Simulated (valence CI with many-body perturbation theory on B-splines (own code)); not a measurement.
# Forbidden lines of Zn²⁵⁺

Calculated by valence CI with perturbative core correlation (CI+MBPT): three valence electrons over a frozen Dirac-Fock core [He], a basis of 11 s, 11 p, 10 d, 8 f, 5 g, 2 h functions for each j, with the one-electron correlation potential Σ1, the two-electron term Σ2, the three-electron term Σ3, Breit, model QED; selected CI, second order for the rest, scaled by the run's own slope (own B-spline code, finite nucleus).

No measured levels were compared; by estimate levels of excited configurations hold to 0.05 to 0.15 % of their energy, terms of the ground configuration to about 0.5 %.

Lines 1 to 19 of 19 in falling wavelength, among levels below 2046.5 eV, chosen from the decays that carry over 1 % of a level's rate. Wavelengths and rates use the calculated energies, so an error of 900 cm⁻¹ moves a line at 9.001 Å by 0.0081 % and its rate by three times that or more. Electric multipoles are in the length gauge, E1 and E2 with the static RPA response of the core. Weak lines are less certain than strong ones. Lines between different terms over intervals too small for the method are left out, as are lines whose strength nearly cancels.

Levels are named by their leading jj configuration (3d3/2^4 stands for four electrons in 3d with j = 3/2), which in mixed levels can hold well under half, so a name can repeat and another be missing. Letters in brackets count levels of one name in rising energy.

| λ vac (Å) | Upper | Lower | Type | A (s⁻¹) | Branch % |
| --- | --- | --- | --- | --- | --- |
| 450.5 | (2s^2 2p3/2) J=3/2 | (2s^2 2p1/2) J=1/2 | M1 | 9.82e+04 | 100.0 |
| 9.001 | (2s 2p3/2 3p3/2) J=7/2 | (2s 2p3/2^2) J=5/2 | E2 | 7.71e+08 | 6.0 |
| 8.900 | (2s^2 3p1/2) J=1/2 | (2s^2 2p3/2) J=3/2 | E2 | 1.01e+10 | 2.8 |
| 8.872 | (2s 2p1/2 3p3/2) J=5/2 | (2s 2p1/2 2p3/2) J=5/2 | E2 | 3.61e+09 | 1.6 |
| 8.860 | (2s 2p3/2 3d5/2) J=9/2 | (2s 2p3/2^2) J=5/2 | M2 | 4.67e+07 | 7.1 |
| 8.851 | (2s^2 3p3/2) J=3/2 | (2s^2 2p3/2) J=3/2 | E2 | 4.97e+09 | 1.2 |
| 8.754 | (2s 2p3/2 3p3/2) J=7/2 | (2s 2p1/2 2p3/2) J=5/2 | E2 | 5.37e+09 | 42.0 |
| 8.713 | (2s 2p1/2 3p3/2) J=5/2 | (2s 2p1/2^2) J=1/2 | E2 | 5.46e+09 | 2.4 |
| 8.688 | (2s 2p3/2 3p3/2) J=7/2 | (2s 2p1/2 2p3/2) J=3/2 [a] | E2 | 4.18e+09 | 32.7 |
| 8.680 | (2s^2 3p3/2) J=3/2 | (2s^2 2p1/2) J=1/2 | E2 | 5.20e+09 | 1.3 |
| 8.522 | (2p1/2 2p3/2 3d3/2) J=7/2 | (2s 2p3/2^2) J=3/2 | E2 | 2.35e+09 | 3.5 |
| 8.318 | (2p1/2 2p3/2 3d3/2) J=7/2 | (2s 2p3/2^2) J=5/2 | E2 | 2.88e+09 | 4.3 |
| 8.308 | (2p1/2 2p3/2 3d5/2) J=9/2 | (2s 2p3/2^2) J=5/2 | E2 | 1.14e+09 | 2.7 |
| 8.272 | (2p1/2 2p3/2 3d3/2) J=7/2 | (2s 2p1/2 2p3/2) J=3/2 [b] | E2 | 2.32e+09 | 3.5 |
| 8.149 | (2p3/2^2 3d5/2) J=9/2 | (2s 2p3/2^2) J=5/2 | E2 | 2.48e+10 | 61.6 |
| 8.107 | (2p1/2 2p3/2 3d3/2) J=7/2 | (2s 2p1/2 2p3/2) J=5/2 | E2 | 1.78e+10 | 26.7 |
| 8.097 | (2p1/2 2p3/2 3d5/2) J=9/2 | (2s 2p1/2 2p3/2) J=5/2 | E2 | 2.58e+10 | 62.1 |
| 8.077 | (2p1/2 2p3/2 3d5/2) J=7/2 [a] | (2s 2p1/2 2p3/2) J=3/2 [a] | E2 | 2.58e+10 | 2.8 |
| 7.946 | (2p3/2^2 3d5/2) J=9/2 | (2s 2p1/2 2p3/2) J=5/2 | E2 | 1.49e+09 | 3.7 |
